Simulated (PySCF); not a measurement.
## Kr (krypton, neutral) across methods

[Kr], closed-shell 1S. Computed with PySCF 2.14 in aug-cc-pVQZ-PP with ECP10MDF (7s6p5d3f2g, 89 functions), with a scalar-relativistic core potential.

```
   method  E (hartree)  mean ε 3d (eV)  mean ε 4s (eV)  mean ε 4p (eV)  Σ⟨r²⟩ (bohr²)   ⟨S²⟩
      LDA    -462.9497         -82.704         -23.261          -9.365          38.97  0.000
   revPBE    -463.6354         -82.742         -22.952          -9.191          38.94  0.000
CAM-B3LYP    -463.5740         -88.950         -27.334         -12.136          38.95  0.000
    B97-3    -463.6262         -88.244         -25.716         -10.782          38.65  0.000
     PBE0    -463.5481         -87.890         -25.605         -10.721          38.72  0.000
   r2SCAN    -463.4498         -83.442         -23.957          -9.640          38.55  0.000
    TPSSh    -463.4910         -84.884         -24.296          -9.948          38.71  0.000
      UHF   -462.20006         -102.13         -32.322         -14.238          38.74  0.000
      PBE    -463.5682         -82.784         -23.017          -9.229          38.98  0.000
```

Energies and moments cover only the electrons outside the core potential.
